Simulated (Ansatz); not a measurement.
`[NH2][SnH2][OH]` + HBr → `[NH2][SnH2][Br]` + H₂O at 700 K and 1 bar (ligand exchange at the Sn–O bond).

Gas-phase electronic energies from Ansatz, PBE0-D4/def2-TZVP geometries. CCSD(T)/CBS is the MP2 limit (def2-TZVPP, def2-QZVPP) plus CCSD(T) − MP2 in def2-TZVPP, frozen cores. This one scheme is used for every species. Elements past krypton have def2 core potentials. For Br, Sn outer-core shells are correlated without core-valence functions, which leaves a few kJ/mol of doubt a bond. Scalar relativity is left out up to krypton. One conformer a species, not always the lowest.

```json
{"species": "`[NH2][SnH2][OH]`", "CCSD(T)/CBS energy (Eh)": "-346.92092", "H − E (kJ/mol)": "201.6", "S (J/(mol·K))": "431.6"}
{"species": "HBr", "CCSD(T)/CBS energy (Eh)": "-2573.91920", "H − E (kJ/mol)": "36.5", "S (J/(mol·K))": "223.7"}
{"species": "`[NH2][SnH2][Br]`", "CCSD(T)/CBS energy (Eh)": "-2844.49555", "H − E (kJ/mol)": "164.7", "S (J/(mol·K))": "431.3"}
{"species": "H₂O", "CCSD(T)/CBS energy (Eh)": "-76.37941", "H − E (kJ/mol)": "80.5", "S (J/(mol·K))": "218.4"}
```

H − E and S are ideal-gas, rigid-rotor, harmonic terms from PBE0-D4/def2-TZVP, for one conformer and one mirror image of each species. 1 Eh = 2625.50 kJ/mol, R = 8.31446 J/(mol·K).

By hand: ΔE, ΔH, ΔS and ΔG.

ΔE = (-2844.49555) + (-76.37941) − (-346.92092) − (-2573.91920) = -0.03484 Eh = -91.5 kJ/mol. Δ(H − E) = 164.7 + 80.5 − 201.6 − 36.5 = 7.1, so ΔH = -84.4 kJ/mol. ΔS = 431.3 + 218.4 − 431.6 − 223.7 = -5.6 J/(mol·K). ΔG = -84.4 − 700 × (-5.6)/1000 = -80.5 kJ/mol.

By hand: the equilibrium constant, and the temperature at which ΔG would vanish if ΔH and ΔS stayed fixed.

log₁₀ K = −ΔG/(RT ln 10) = 6.0. ΔG = 0 at ΔH/ΔS = 15071 K, far beyond where these terms or the molecules hold.

The number of gas molecules stays the same, so ΔS is small and ΔH decides. A doubt of 5 kJ/mol in ΔE shifts log₁₀ K by 0.4 here. Other conformers and mirror images would add mixing entropy, several J/(mol·K) or more a flexible species. Modes under 60 cm⁻¹, often nearly free rotors, make the harmonic entropy too high. These are equilibria of isolated gas molecules and say nothing of rates. Largest T1 diagnostic: 0.013 (customary marks: 0.02 for closed shells, 0.045 for open ones).
